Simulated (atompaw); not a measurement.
# argon (Ar) PAW (atompaw): all-electron and pseudo phase curves

```json
{
 "Element": "argon",
 "Generator": "atompaw 4.2.0.5",
 "Type": "PAW",
 "Functional": "LDA (PW92)",
 "Relativity": "scalar-relativistic",
 "Frozen core": "[Ne]",
 "Valence charge": "8",
 "Reference configuration": "3s2 3p3 (charge +3)",
 "Partial waves": "3s (bound): rc 1.20 bohr; 3s channel at -4.4 Ry: rc 1.20 bohr; 3p (bound): rc 1.20 bohr; 3p channel at -3.05 Ry: rc 1.20 bohr; 3d channel at 0.4 Ry: rc 1.20 bohr",
 "Local potential": "troulliermartins scheme with l = 3 at 0 Ry, radius 0.80 bohr",
 "Core correction": "smooth core density matched at 0.95 bohr",
 "Augmentation charge": "besselshape compensation charge, radius 1.15 bohr; PAW radius 1.20 bohr; waves and projectors: custom rrkj gramschmidtortho"
}
```

The phase is arctan(r·u′/u) with u = r·R(r), unwrapped; energies in Ry, scanned from -7 to 5 Ry. A pole is an energy at which the radial function vanishes at the test radius. The pseudo phase is shifted by a multiple of π to meet the all-electron one at the reference energy, and phase errors are pseudo minus all-electron; the curves can meet again beyond the range given. Levels narrower than the energy grid can be missing from the lists of poles.

For each channel, where are the poles, and over which energies does the pseudopotential scatter like the atom?

| channel | radius (bohr) | reference energy (Ry) | poles, all-electron | poles, pseudo | unbroken range about the reference energy with phases within 0.05 rad | phase error 1 Ry above the reference energy (rad) |
| --- | --- | --- | --- | --- | --- | --- |
| s | 1.21 | -4.81 | 4.47 | -0.18, 4.64 | below -0.2 | -0.000 |
| p | 1.21 | -3.68 | none | none | the whole range | -0.000 |
| d | 1.21 | 0.40 | 4.68 | 3.48 | -2.2 to 3.4 | +0.003 |

Phases in the d channel:

| E (Ry) | all-electron | pseudo |
| --- | --- | --- |
| -7.00 | 1.150 | 1.170 |
| -6.52 | 1.124 | 1.145 |
| -6.04 | 1.094 | 1.117 |
| -5.56 | 1.057 | 1.082 |
| -5.08 | 1.012 | 1.040 |
| -4.60 | 0.955 | 0.987 |
| -4.12 | 0.883 | 0.918 |
| -3.64 | 0.788 | 0.828 |
| -3.16 | 0.660 | 0.705 |
| -2.68 | 0.485 | 0.535 |
| -2.20 | 0.249 | 0.298 |
| -1.72 | -0.050 | -0.008 |
| -1.24 | -0.372 | -0.346 |
| -0.76 | -0.660 | -0.649 |
| -0.28 | -0.885 | -0.882 |
| 0.20 | -1.051 | -1.051 |
| 0.68 | -1.173 | -1.172 |
| 1.16 | -1.264 | -1.262 |
| 1.64 | -1.335 | -1.331 |
| 2.12 | -1.391 | -1.385 |
| 2.60 | -1.437 | -1.430 |
| 3.08 | -1.475 | -1.471 |
| 3.56 | -1.508 | -4.435 |
| 4.04 | -1.537 | -4.647 |
| 4.52 | -1.563 | -4.674 |
| 5.00 | -1.586 | -4.695 |
